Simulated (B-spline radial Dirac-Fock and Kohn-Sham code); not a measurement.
# Zr 2s: cross section and angular parameters

System: the Zr atom, configuration [Kr] 4d2 5s2; threshold 2532.0 eV (tabulated edge). Level of theory: Dirac-Hartree-Slater photoionisation with a Latter tail; cross sections with all multipoles, angular parameters from the dipole term and its interference with E2; a radial finite-basis atomic code.

| hν (eV) | σ (kb) | β | γ |
| --- | --- | --- | --- |
| 2640 | 49.5 | 1.996 | 0.938 |
| 4000 | 24.4 | 1.997 | -0.065 |
| 4430 | 20.2 | 1.997 | -0.081 |
| 5414.7 | 13.8 | 1.997 | -0.009 |
| 7400 | 7.29 | 1.997 | 0.281 |
| 7610 | 6.87 | 1.997 | 0.315 |
| 9251.7 | 4.51 | 1.997 | 0.572 |
| 10300 | 3.56 | 1.997 | 0.730 |
| 11600 | ? | ? | ? |
| 15000 | 1.50 | 1.996 | 1.381 |

Q: Give the values at 11600 eV.

A: σ = 2.73 kb, β = 1.997, γ = 0.922. For an s subshell δ is negligible.

Values without a named source are computed, but for edge energies of neutral atoms, which are taken from tables.
